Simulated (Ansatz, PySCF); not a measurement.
Noncovalent pair: NH3 (SMILES N) (first 4 atoms) with HBr (SMILES Br); geometry from B3LYP-D3(BJ)/def2-TZVP.
(charge 0, multiplicity 1):
```
atom    x (Å)    y (Å)   z (Å)
----  -------  -------  ------
N      0.2635  -0.0225  0.4461
H      1.1958   0.0311  0.0518
H     -0.1763  -0.8770  0.1234
H     -0.2766   0.7669  0.1102
Br     0.4058   0.0116  3.6068
H      0.3377  -0.0047  2.0949
```

Interaction energies are E(AB) − E(A) − E(B) at the monomers' geometry in the complex; basis-set methods are counterpoise corrected. Rows marked so take none.

Rows in 6-31G* carry no dispersion term and start afresh at each structure (6-31G* with six Cartesian d functions); the Pople sets are all-electron and without relativity.

Programs: Ansatz (a quantum-chemistry and plane-wave program); PySCF for 6-31G* rows, the dispersion terms. Values without a source in brackets are computed.

**Question.** One of these levels gives -16.36 kcal/mol for the interaction energy. Name it.
A) HF/6-31G*
B) BP86/6-31G* (no counterpoise)
C) B97M-V/def2-TZVPPD
D) revPBE-D4/def2-TZVPPD

**Answer.** B, BP86/6-31G* (no counterpoise). The others give -7.36 (HF/6-31G*), -11.69 (revPBE-D4/def2-TZVPPD), -10.31 (B97M-V/def2-TZVPPD)
